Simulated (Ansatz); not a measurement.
A run for Ansatz (an electronic-structure program): U-SVWN5/def2-TZVPP on SrNb, 2S+1 = 4, a spin state set in the input, which need not be the lowest, a point of a bond scan (R = 3.197 Å). Elements past Kr take the def2 small-core potentials; no spin–orbit coupling.

Ansatz 0.2 input:
```yaml
crystal:
  periodic: [false, false, false]
  atoms:
    - {symbol: Nb, position_ang: [0.00000000, 0.00000000, 0.00000000]}
    - {symbol: Sr, position_ang: [0.00000000, 0.00000000, 3.19705400]}
basis:
  gaussian:
    orbitals: def2-TZVPP
    pivot_positions_ang: [[0.00000000, 0.00000000, 0.00000000], [0.00000000, 0.00000000, 3.19705400]]
hamiltonian:
  xc: {name: SVWN5}
magnetization: {spin_polarized: true, initial_magnetization: 3}
output: {forces: true, orbitals: {seedname: ./end}}
```

It printed:

```
WARN ansatz: RAYON_NUM_THREADS=1 ignored (pool sized by the plan → 1); use --threads N
Functional definition: SVWN5
integrals: 0.02 GiB planned
573 factors; their error is unknown
mean field: 0.27 GiB planned
mean field evaluation 1: about -2352.9135 eV, gradient 5.3e1 eV
mean field evaluation 2: about -2205.9538 eV, gradient 1.0e2 eV
mean field evaluation 4: about -2286.6713 eV, gradient 8.5e1 eV
mean field evaluation 8: about -2375.1354 eV, gradient 5.4e0 eV
mean field evaluation 16: about -2375.4272 eV, gradient 1.7e-2 eV
mean field evaluation 32: about -2375.4272 eV, gradient 1.1e-4 eV
mean field evaluation 64: about -2363.2248 eV, gradient 7.4e1 eV
mean field evaluation 96: about -2375.2705 eV, gradient 1.3e0 eV
mean field evaluation 128: about -2375.1789 eV, gradient 6.4e-4 eV
mean field evaluation 160: about -2375.1008 eV, gradient 1.9e-1 eV
mean field evaluation 192: about -2374.9856 eV, gradient 5.9e0 eV
mean field evaluation 224: about -2375.2450 eV, gradient 2.9e0 eV
mean field evaluation 256: about -2374.2994 eV, gradient 5.9e-1 eV
mean field evaluation 288: about -2374.9362 eV, gradient 5.0e-1 eV
mean field -2375.42719287 eV, -87.2953392156 hartree, gradient 2.6e-8 eV, S^2 4.675675; 20 other end points of the search recorded, 0 dependent functions left out
the calculation of the forces begins
reference -2375.42722308 eV, -87.2953403259 hartree; 13, 10 occupied and 83, 86 virtual orbitals, 573 factors
Total energy: -2375.42722308 eV, -87.2953403259 hartree
Atom 0 at     0.000000     0.000000     0.000000 Å, force    -0.000000    -0.000000     0.217185 eV/Å
Atom 1 at     0.000000     0.000000     3.197054 Å, force     0.000000     0.000000    -0.217185 eV/Å
Dipole moment:    -0.000000     0.000000     0.610127 e Å
```

The run converged. Its determinant has ⟨S²⟩ = 4.68, a mixture of spin states.

Cost: around 21 core-seconds (rough).
